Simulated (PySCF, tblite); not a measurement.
A set of runs on `C=CC(=C)/C=C\OC(C)=O`; the geometry of each is named by its level. Settings lines and outputs come from a driver script.

Compound: C8H10O2.
Atom-mapped SMILES: `[CH2:1]=[CH:2][C:3](=[CH2:4])/[CH:5]=[CH:6]\[O:7][C:8]([CH3:9])=[O:10]` (hydrogens: H11, H12 on C1; H13 on C2; H14, H15 on C4; H16 on C5; H17 on C6; H18, H19, H20 on C9)

Step 1: GFN2-xTB harmonic vibrations, gas phase (tblite 0.8.0) (on the GFN2-xTB geometry)
```json
{"job": {"kind": "ir", "xc": "GFN2-xTB", "basis": "xTB"}, "charge": 0, "multiplicity": 1}
```
```
(table of modes left out)
```

54 modes from -20 to 3134 cm⁻¹ (unscaled, harmonic, a negative number standing for an imaginary wavenumber); zero-point energy 97.9 kcal/mol from the real modes; the lowest is imaginary at this level.

Run on an Arm Neoverse N1 with one thread, on a shared host.

Step 2: PBE0-D3(BJ)/def2-SVP geometry optimisation, gas phase (PySCF 2.14.0) (from the GFN2-xTB geometry)
```json
{"job": {"xc": "PBE0", "basis": "def2-SVP", "d3": "d3bj", "grid": 1, "kind": "geom"}, "charge": 0, "multiplicity": 1}
```
```
step   0  E = -460.40851212  max force = 0.011490
step   1  E = -460.41166009  max force = 0.003416
step   2  E = -460.41143145  max force = 0.002776
step   3  E = -460.41179587  max force = 0.001972
...
step  10  E = -460.41201358  max force = 0.000553
step  11  E = -460.41203502  max force = 0.000564
step  12  E = -460.41205093  max force = 0.000229
step  13  E = -460.41206388  max force = 0.000404
optimisation converged
```

Final energy -460.41206 Eh after 13 steps; dipole 1.68 D. Energies in Eh; «max force» is the largest Cartesian gradient component in Eh/bohr.

On one thread of an Arm Neoverse N1, no GPU, shared host, this took 7.2 min wall.

Step 3: TDDFT wB97X-D/def2-SVPD, vertical, gas phase, core orbitals frozen in the response (PySCF 2.14.0, density-fitted response routines) (on the PBE0-D3(BJ)/def2-SVP geometry)
```json
{"job": {"kind": "uv", "xc": "wB97X-D", "basis": "def2-SVPD", "ip": true}, "charge": 0, "multiplicity": 1}
```
```
...
Static polarisability (au): isotropic 110.285, principal 82.708 101.050 147.097
Singlet excitations
state   eV       nm        f      main configurations
  1   5.2951    234.1   0.40647   H->L 0.85, H-1->L 0.11
  2   5.6555    219.2   0.05917   H-1->L 0.69, H->L+1 0.15
  3   5.7818    214.4   0.17508   H->L+1 0.63, H-1->L 0.17
  4   5.8651    211.4   0.01750   H-2->L+1 0.55, H-2->L+3 0.14, H-2->L 0.13
  5   6.6360    186.8   0.33802   H-1->L+1 0.81, H->L+3 0.11
  6   6.7874    182.7   0.00911   H->L+2 0.55, H->L+4 0.32
  7   7.1260    174.0   0.03885   H->L+5 0.26, H->L+3 0.20, H->L+4 0.11
  8   7.1871    172.5   0.01284   H-3->L 0.39, H-4->L 0.31, H->L+3 0.13
  9   7.3080    169.7   0.05524   H->L+3 0.32, H->L+5 0.24, H-1->L+2 0.08
 10   7.4579    166.2   0.05721   H->L+4 0.35, H->L+6 0.25, H->L+2 0.16
Triplet excitations (Tamm-Dancoff, eV): 3.0918 3.9890 4.8820 5.3768
Vertical ionisation energy (delta-SCF) = 8.4069 eV
```

HOMO -8.37 eV, LUMO 0.55 eV; lowest singlet 5.30 eV; lowest triplet 3.09 eV (Tamm–Dancoff); mean polarisability 110.3 au.

Hardware: Arm Neoverse N1, one thread (shared host). Cost: 8.8 min wall.

Geometry of the electronic-property runs (PBE0-D3(BJ)/def2-SVP):
```
atom  x, y, z in Å
C1    -0.8532   -0.0183   -2.1142
C2    -1.7778    0.0856   -1.1525
C3    -1.8135   -0.6583    0.1134
C4    -2.9255   -0.6195    0.8739
C5    -0.6706   -1.4941    0.5390
C6     0.6138   -1.1329    0.6211
O7     1.0244    0.1257    0.2949
C8     2.3501    0.4176    0.3660
C9     2.5875    1.8330   -0.0558
O10    3.1807   -0.3742    0.7096
H11    0.0053   -0.6867   -2.0129
H12   -0.9370    0.5581   -3.0386
H13   -2.6299    0.7567   -1.3098
H14   -3.7880   -0.0165    0.5777
H15   -3.0005   -1.1832    1.8070
H16   -0.8946   -2.5094    0.8777
H17    1.4090   -1.7969    0.9670
H18    3.6404    2.0925    0.0980
H19    1.9330    2.5106    0.5101
H20    2.3244    1.9437   -1.1186
```

 (This holds for the electronic-property runs.)

One conformer stands for the species.

The pairwise dispersion term of wB97X-D wasn't added to the energies; at a given geometry it leaves orbitals and properties as they are.
